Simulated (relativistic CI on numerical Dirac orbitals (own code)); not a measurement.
**Electric-dipole transitions in V**

Computed by Dirac-Coulomb-Breit CI, separate exchange-only KLI orbitals for each configuration, a model potential for QED, valence Slater integrals scaled by 0.85, P86 correlation energy added to each configuration (own radial code, finite nucleus).

CI space (outside the closed core [Ar]): 3d³4s², 3d⁴4s, 3d⁴4p, 3d³4s4p, 3d⁵, 3d³4s4d, 3d⁴4d, 3d³4s5s, 3d²4s²4p, 3d⁴5s, 3d³4s6s, 3d³4s5p, 3d³4s4f, 3d³4s6p, 3d⁴5p, 3d³4p², 3d²4p³. Double excitations out of closed p, d and f shells are left out; levels of such configurations are missing from the list, as are those of other unlisted configurations, and high levels can miss mixing partners.

| λ vac (Å) | Lower | Upper | A (s⁻¹) | log gf | S velocity/length |
| --- | --- | --- | --- | --- | --- |
| 3732.7 | 3d³4s² ⁴F3/2 [1] | 3d⁴4p ⁴F°5/2 [114] | 8.80e+06 | -0.96 | 0.95 |
| 3743.7 | 3d³4s² ⁴F3/2 [1] | 3d⁴4p ⁴F°3/2 [111] | 5.11e+07 | -0.37 | 0.95 |
| 3751.1 | 3d³4s² ⁴F5/2 [2] | 3d⁴4p ⁴F°5/2 [114] | 4.07e+07 | -0.29 | 0.95 |
| 3762.2 | 3d³4s² ⁴F5/2 [2] | 3d⁴4p ⁴F°3/2 [111] | 1.70e+07 | -0.84 | 0.96 |
| 3776.5 | 3d³4s² ⁴F7/2 [3] | 3d⁴4p ⁴F°5/2 [114] | 1.68e+07 | -0.67 | 0.96 |
| 3912.6 | 3d³4s² ⁴F3/2 [1] | 3d⁴4p ⁶F°1/2 [88] | 1.03e+06 | -2.33 | 0.98 |
| 3927.1 | 3d³4s² ⁴F5/2 [2] | 3d⁴4p ⁶F°3/2 [89] | 6.56e+05 | -2.22 | 0.98 |
| 3945.6 | 3d³4s² ⁴F7/2 [3] | 3d⁴4p ⁶F°5/2 [91] | 3.96e+05 | -2.26 | 0.98 |
| 3967.6 | 3d³4s² ⁴F9/2 [4] | 3d⁴4p ⁶F°7/2 [92] | 1.57e+05 | -2.53 | 0.98 |
| 6493.6 | 3d³4s² ⁴P5/2 [12] | 3d⁴4p ⁴P°5/2 [104] | 4.39e+06 | -0.78 | 1.57 |

Terms are leading LS components. Brackets give the number of a level in order of energy, since labels repeat. The list gives strong lines, with weight on those to low levels, among the lowest 200 of 2782 levels, so that lines to higher ones, which can be the strongest, are missing, and without lines across small gaps between configurations, and without 220 lines that miss the measured interval by over 3.5 %, start from a term whose rates miss tabulated ones by over 60 %, have gauges far apart or, lacking measured levels, span too small a gap for the errors found; lines with a level outside our table were not tested and can miss by more. Levels whose partners in the same complex of configurations lie outside the list can be far off, and so can their lines. Rates are taken at the computed energies, electric ones in the length gauge. A velocity-to-length ratio far from 1 marks an uncertain rate.

Correlation outside the listed configurations is missing or only estimated: errors of thousands of cm⁻¹ between configurations and terms are usual at this charge. Rates and lifetimes follow the computed energies and can be off by large factors. The fine structure of a lone outer electron comes out too small, for d and f at times inverted, and misplaced configurations move strength between like terms. 41 of the 51 excited levels that our extract of the measured tables holds in this range could be paired (the sources list more); they are missed by 1993 cm⁻¹ on average and 5384 at most, and levels without a partner can miss by more.
